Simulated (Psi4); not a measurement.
HCl3HfO, charge +1, doublet, at the geometry of the source list (the multiplicity is a formal guess) (core potentials on Hf). Base run: M06-2X/def2-SV(P) run with Psi4.

Here is a job for Psi4.
```
memory 2 GB

molecule mol {
1 2
Hf    0.354600    0.042300   -0.046000
Cl    2.297800    0.911500   -0.760000
Cl    0.776000   -0.742900    2.010200
Cl   -0.064400   -1.780100   -1.287900
O    -1.233800    0.953300   -0.004900
H    -2.130200    0.615800    0.088600
}

set {
  basis def2-sv(p)
  reference uks
}

energy('m06-2x')
print_variables()
```

Variants of this job, named by their change:

```
change              basis functions       E (Eh)  core-seconds (rough)
------------------  ---------------  -----------  --------------------
base                             95  -1503.61111                    20
basis = def2-SVP                105  -1503.64864                    30
basis = def2-SVPD               147  -1503.67185                    40
basis = def2-TZVP               188  -1504.22350                    50
basis = def2-TZVPP              227  -1504.22999                    70
basis = def2-TZVPD              230  -1504.22686                   100
```

Totals compare only among sets that treat the same electrons; sets with core potentials leave the core out.

Open shells are given as the SCF converged; they aren't shown to be the lowest states, and a large step between rows can be another state.
